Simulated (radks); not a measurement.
Valence configurations of La2+ (all share [Xe]). Method: Dirac Kohn-Sham, PBE, spin-unpolarised, spherical densities, finite nucleus; open shells are shared between the two j in proportion to 2j + 1; Fermi nuclear charge, rms radius 4.855 fm; computed with a radial shooting solver on a logarithmic mesh with Libxc functionals. Energies are relative to 5d1; eigenvalues in eV.

\begin{tabular}{lrrrrrr}
valence & E (eV) & e(4f5/2) & e(4f7/2) & e(5d3/2) & e(5d5/2) & e(6p1/2) \\ \hline
5d1 & 0.000 & - & - & -14.835 & -14.592 & - \\
6p1 & 5.168 & - & - & - & - & -11.739 \\
6s1 & 1.441 & - & - & - & - & - \\
5d0.5 6p0.5 & 2.466 & - & - & -16.055 & -15.797 & -10.990 \\
4f0.5 6s0.5 & -0.171 & -15.537 & -15.277 & - & - & - \\
5d0.5 6s0.5 & 0.652 & - & - & -15.663 & -15.410 & - \\
4f0.5 5d0.5 & -0.624 & -14.363 & -14.106 & -14.075 & -13.851 & - \\
\end{tabular}

NIST lists [Xe] 5d1 as the ground configuration; this level of theory puts 4f0.5 5d0.5 lower, by 0.624 eV. The energies are those of spherical spin-averaged densities, not of single terms.
